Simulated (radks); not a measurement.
V4+, 19 electrons, occupied as [Ar] 3d1.

All-electron calculation, Dirac Kohn-Sham, PBE, spin-unpolarised, spherical densities, point nucleus; open shells fill j = l - 1/2 first. Program: a radial shooting solver on a logarithmic mesh with Libxc functionals.

Energy parts (eV):
| part | energy |
|---|---|
| total | -25727.320 |
| kinetic | 26007.824 |
| electron-nucleus | -60228.368 |
| Hartree | 9680.422 |
| exchange-correlation | -1187.198 |

Orbitals (lengths in bohr, moments of r in powers of bohr; r(max) is where P^2 peaks):
orbital  occ.  eigenvalue (eV)   r(max)      <r>     <r^2>
1s1/2       2        -5419.391  0.04349  0.06644  0.005937
2s1/2       2        -659.5273   0.2557   0.3080    0.1122
2p1/2       2        -564.6835   0.2066   0.2722   0.09136
2p3/2       4        -557.5898   0.2089   0.2749   0.09309
3s1/2       2        -123.2399   0.8104   0.9222    0.9759
3p1/2       2         -96.9862   0.8255   0.9640     1.084
3p3/2       4         -96.0740   0.8316   0.9710     1.099
3d3/2       1         -55.2320   0.8183    1.080     1.421
3d5/2       0         -55.1335   0.8199    1.082     1.426

The highest occupied level is 3d3/2 at -55.232 eV. For comparison, the ionisation energy in NIST's Atomic Spectra Database is 65.282 eV (measured). In exact Kohn-Sham theory the highest level is minus the ionisation energy, but local and semilocal functionals leave it too shallow, through self-interaction and a potential that decays too fast; potentials with the right tail come closer. Summed over all electrons, <r^2> = 10.73 bohr^2, which gives a Langevin (diamagnetic) susceptibility term of -8.5 x 10^-6 cm^3/mol.

Beside tabulated values, note that spin-unpolarised runs miss the spin-polarisation part of the exchange energy of open shells.
